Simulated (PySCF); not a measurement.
Species: C₇H₁₂FP.
Numbering: `[CH2:1]=[CH:2][CH2:3]/[P:4]=[C:5](\[F:6])[CH:7]([CH3:8])[CH3:9]` (hydrogens: H10, H11 on C1; H12 on C2; H13, H14 on C3; H15 on C7; H16, H17, H18 on C8; H19, H20, H21 on C9)

The same species was optimised twice, with GFN2-xTB and with PBE0-D3(BJ)/def2-SVP (PySCF), and the same property calculations (PySCF, gas phase) were run on both structures.

```csv
coordinate,GFN2-xTB,PBE0-D3(BJ)/def2-SVP,change
C5–F6 (Å),1.358,1.341,-0.017
C1=C2 (Å),1.320,1.335,+0.015
P4=C5 (Å),1.681,1.688,+0.007
C2–C3 (Å),1.491,1.495,+0.004
C7–C9 (Å),1.534,1.532,-0.002
C3–P4 (Å),1.880,1.878,-0.002
C7–C8 (Å),1.522,1.521,-0.001
C5–C7 (Å),1.496,1.497,+0.001
C5–C7–C8 (°),111.3,113.3,+2.0
C2–C3–P4 (°),110.0,111.6,+1.6
F6–C5–C7 (°),112.5,111.1,-1.4
C8–C7–C9 (°),111.0,112.0,+1.0
C1–C2–C3 (°),124.1,125.0,+0.9
C5–C7–C9 (°),109.4,110.1,+0.7
P4–C5–F6 (°),121.6,122.3,+0.7
C3–P4–C5 (°),100.6,99.9,-0.7
C1–C2–C3–P4 (°),113,109,-4
C2–C3–P4–C5 (°),-80,-84,-4
P4–C5–C7–C8 (°),-15,-7,+8
```

Rotational constants: A = 2524, B = 805.7, C = 705.9 MHz (GFN2-xTB) against A = 2499, B = 797.6, C = 689.5 MHz (PBE0-D3(BJ)/def2-SVP). Point groups within 0.08 Å: C1 and C1.

On the GFN2-xTB structure: HOMO (eV) -6.77 [PBE0/pcSseg-1]; LUMO (eV) -1.27 [PBE0/pcSseg-1]; dipole (D) 1.05 [PBE0/pcSseg-1]; GIAO shielding of C1 (ppm) 65.2 [PBE0/pcSseg-1]; GIAO shielding of C2 (ppm) 45.5 [PBE0/pcSseg-1]; GIAO shielding of C3 (ppm) 153.5 [PBE0/pcSseg-1]; GIAO shielding of P4 (ppm) 168.2 [PBE0/pcSseg-1]; GIAO shielding of C5 (ppm) -54.2 [PBE0/pcSseg-1]; GIAO shielding of F6 (ppm) 180.4 [PBE0/pcSseg-1]; GIAO shielding of C7 (ppm) 145.2 [PBE0/pcSseg-1]; GIAO shielding of C8/C9 (mean) (ppm) 163.3 [PBE0/pcSseg-1].

Question: What do these properties become on the PBE0-D3(BJ)/def2-SVP structure?

Answer: 
| property | level | on GFN2-xTB | on PBE0-D3(BJ)/def2-SVP | change |
| --- | --- | --- | --- | --- |
| HOMO (eV) | PBE0/pcSseg-1 | -6.77 | -6.74 | +0.03 |
| LUMO (eV) | PBE0/pcSseg-1 | -1.27 | -1.26 | +0.01 |
| dipole (D) | PBE0/pcSseg-1 | 1.05 | 1.04 | -0.01 |
| energy, GFN2-xTB geometry as zero (kcal/mol) | PBE0/pcSseg-1 | 0.0 | -1.1 | -1.1 |
| GIAO shielding of C1 (ppm) | PBE0/pcSseg-1 | 65.2 | 61.1 | -4.1 |
| GIAO shielding of C2 (ppm) | PBE0/pcSseg-1 | 45.5 | 41.4 | -4.1 |
| GIAO shielding of C3 (ppm) | PBE0/pcSseg-1 | 153.5 | 153.9 | +0.4 |
| GIAO shielding of P4 (ppm) | PBE0/pcSseg-1 | 168.2 | 174.7 | +6.5 |
| GIAO shielding of C5 (ppm) | PBE0/pcSseg-1 | -54.2 | -52.4 | +1.8 |
| GIAO shielding of F6 (ppm) | PBE0/pcSseg-1 | 180.4 | 183.8 | +3.4 |
| GIAO shielding of C7 (ppm) | PBE0/pcSseg-1 | 145.2 | 143.9 | -1.3 |
| GIAO shielding of C8/C9 (mean) (ppm) | PBE0/pcSseg-1 | 163.3 | 163.3 | 0.0 |

The heavy atoms differ by 0.083 Å rms after alignment. Among bonds between heavy atoms C5–F6 changes most (-0.017 Å). Changes are differences of the printed values. Neither structure is proved a minimum here.

Conformer computed: `[CH2:1]=[CH:2][CH2:3]/[P:4]=[C:5](\[F:6])[CH:7]([CH3:8])[CH3:9]`: C1–C2–C3–P4 109°, C2–C3–P4–C5 -84°, P4–C5–C7–C8 -7°.
